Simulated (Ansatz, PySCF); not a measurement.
Cu(Cl)(OH2) (ClCuH₂O), SMILES [OH2]->[Cu][Cl], multiplicity 1. Atoms are numbered in the order given.

```xyz
5

Cu     0.1853    -0.0073     0.0000
Cl    -1.9032    -0.0113     0.0000
O      2.1556     0.0100     0.0000
H      2.5653     0.4092     0.7775
H      2.5653     0.4092    -0.7775
```

The structure is a stationary point at B3LYP-D3(BJ)/def2-TZVP. The multiplicity is an assumed one; other spin states were not compared.

Two levels are set side by side: PBE-D3(BJ)/def2-TZVP (Ansatz, a quantum-chemistry and plane-wave program) and B3LYP-D3(BJ)/def2-TZVP (Ansatz). Each level has its own optimised geometry; the coordinates shown are those of the second. Frequencies come from the Hessian of PySCF at each geometry. Differences are taken from unrounded values.

```json
[
 {"quantity": "mean bond length (Å)", "B3LYP-D3(BJ)": "1.497", "PBE-D3(BJ)": "1.494", "PBE-D3(BJ) minus B3LYP-D3(BJ)": "-0.003"},
 {"quantity": "bond Cu1–Cl2 (Å)", "B3LYP-D3(BJ)": "2.089", "PBE-D3(BJ)": "2.068", "PBE-D3(BJ) minus B3LYP-D3(BJ)": "-0.021"},
 {"quantity": "bond Cu1–O3 (Å)", "B3LYP-D3(BJ)": "1.970", "PBE-D3(BJ)": "1.958", "PBE-D3(BJ) minus B3LYP-D3(BJ)": "-0.012"},
 {"quantity": "bond O3–H4 (Å)", "B3LYP-D3(BJ)": "0.965", "PBE-D3(BJ)": "0.975", "PBE-D3(BJ) minus B3LYP-D3(BJ)": "0.010"},
 {"quantity": "bond O3–H5 (Å)", "B3LYP-D3(BJ)": "0.965", "PBE-D3(BJ)": "0.975", "PBE-D3(BJ) minus B3LYP-D3(BJ)": "0.010"},
 {"quantity": "highest harmonic wavenumber (cm⁻¹)", "B3LYP-D3(BJ)": "3851", "PBE-D3(BJ)": "3731", "PBE-D3(BJ) minus B3LYP-D3(BJ)": "-121"},
 {"quantity": "mean harmonic wavenumber (cm⁻¹)", "B3LYP-D3(BJ)": "1244", "PBE-D3(BJ)": "1223", "PBE-D3(BJ) minus B3LYP-D3(BJ)": "-21"},
 {"quantity": "zero-point energy (kcal/mol)", "B3LYP-D3(BJ)": "16.01", "PBE-D3(BJ)": "15.74", "PBE-D3(BJ) minus B3LYP-D3(BJ)": "-0.27"}
]
```
